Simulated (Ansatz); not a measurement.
CH4FNSi (`N=C[SiH2]F`), 8 atoms. The species carries charge 0 and has multiplicity 1. All runs use 2 threads of an Arm Neoverse V1 on a shared host. Correlated methods freeze the cores.

**Question.** How many basis functions does each run have, and how long does it take in Ansatz? RHF-CCSD(T)/def2-SVP energy; RHF-CCSD(T)/def2-TZVPP energy; RKS r2SCAN0-D4/def2-TZVPP energy; RKS HSE06 (plane-wave form)-D4/def2-TZVPP energy; RKS PBE0-D4/def2-TZVP frequencies; RKS PBE0-D4/def2-TZVP relaxation (8 steps); RHF-MP2/def2-QZVPP energy; RKS ωB97M-V/def2-SVP energy; direct RPA on PBE orbitals/def2-TZVPP energy; RKS PBE0-D4/def2-QZVPP energy; RKS CAM-B3LYP-D4/def2-TZVPP energy; RKS ωB97M-V/def2-QZVPP energy. (Best estimate.)

**Answer.** Computed: Other jobs shared the machine, so times are rough.

```
                                    level                   job  functions  wall time  peak host memory (GiB)
                     RHF-CCSD(T)/def2-SVP                energy         80      2.9 s                    0.23
              RKS CAM-B3LYP-D4/def2-TZVPP                energy        191      3.5 s                    0.45
RKS HSE06 (plane-wave form)-D4/def2-TZVPP                energy        191      3.5 s                    0.41
                     RKS ωB97M-V/def2-SVP                energy         80      4.6 s                    0.21
    direct RPA on PBE orbitals/def2-TZVPP                energy        191        6 s                    0.35
                RKS r2SCAN0-D4/def2-TZVPP                energy        191        6 s                    0.41
                   RKS PBE0-D4/def2-QZVPP                energy        361        8 s                    0.87
                   RKS ωB97M-V/def2-QZVPP                energy        361       20 s                     1.1
                       RHF-MP2/def2-QZVPP                energy        361       21 s                     1.4
                    RKS PBE0-D4/def2-TZVP  relaxation (8 steps)        154       30 s                    0.29
                   RHF-CCSD(T)/def2-TZVPP                energy        191       75 s                     2.1
                    RKS PBE0-D4/def2-TZVP           frequencies        154      110 s                    0.29
```
